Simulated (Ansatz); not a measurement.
`[NH2][AlH][SiH2][SiH2]Cl` + `O[SiH2]O` → `O[SiH2][SiH2]Cl` + `[NH2][AlH][SiH2]O`  (redistribution)

Isolated molecules relaxed with PBE0-D4/def2-TZVP in Ansatz; ΔE leaves out vibrations. CCSD(T)/CBS adds triple-zeta CCSD(T) − MP2 to the extrapolated MP2 energy (def2 sets, frozen cores). Each species was taken in one conformer, which may not be the lowest.

`[NH2][AlH][SiH2][SiH2]Cl`:

Cartesian coordinates in Å:
```
N -0.384 2.252 -0.456
Al -1.541 0.925 -0.557
Si -0.768 -1.230 0.322
Si 1.565 -1.305 0.291
Cl 2.286 0.388 1.259
H -0.548 3.194 -0.773
H 0.532 2.170 -0.042
H -2.960 1.194 -1.209
H -1.252 -2.401 -0.469
H -1.190 -1.452 1.737
H 2.099 -1.263 -1.095
H 2.161 -2.471 0.992
```

`O[SiH2]O`:

Cartesian coordinates in Å:
```
O -1.361 0.115 0.487
Si 0.211 -0.290 0.243
O 0.905 0.510 -1.012
H -1.553 1.010 0.771
H 1.052 0.077 1.406
H 0.169 -1.750 -0.002
H 0.577 0.328 -1.893
```

`O[SiH2][SiH2]Cl`:

```xyz
9

O    -0.936   -1.467    1.005
Si   -1.074   -0.263   -0.114
Si    1.065    0.608   -0.539
Cl    1.939    0.741    1.342
H    -0.364   -1.291    1.755
H    -1.686   -0.869   -1.321
H    -1.942    0.851    0.364
H     1.931   -0.278   -1.357
H     1.067    1.969   -1.135
```

`[NH2][AlH][SiH2]O`:

```xyz
10

N     0.645   -1.870   -0.590
Al    1.180   -0.390    0.220
Si   -0.553    1.327    0.581
O    -1.975    0.959   -0.205
H     1.234   -2.656   -0.815
H    -0.310   -2.069   -0.842
H     2.716   -0.293    0.616
H    -0.072    2.687    0.178
H    -0.939    1.436    2.016
H    -1.925    0.869   -1.158
```

| species | MP2/def2-TZVPP energy (Eh) |
| --- | --- |
| `[NH2][AlH][SiH2][SiH2]Cl` | -1338.69400 |
| `O[SiH2]O` | -441.78310 |
| `O[SiH2][SiH2]Cl` | -1115.97942 |
| `[NH2][AlH][SiH2]O` | -664.46990 |

Task: Work out ΔE.

Result: ΔE = (-1115.97942) + (-664.46990) − (-1338.69400) − (-441.78310) = 0.02778 Eh = +72.9 kJ/mol. CCSD(T)/CBS gives +68.9 kJ/mol.

Largest T1 diagnostic among the species: 0.013.

The D4 term adds +4.2 kJ/mol with B3LYP and +2.5 kJ/mol with PBE0; it sums over pairs of atoms, weighted by their polarisabilities, and B3LYP, whose exchange is more repulsive, gets the larger term. In def2-TZVPP, CCSD(T) changes the Hartree–Fock value by +9.6 kJ/mol (the triples alone add +1.8 kJ/mol) and MP2 by +11.9 kJ/mol.

B3LYP here is the variant with VWN-RPA as its local correlation; programs differ in this.
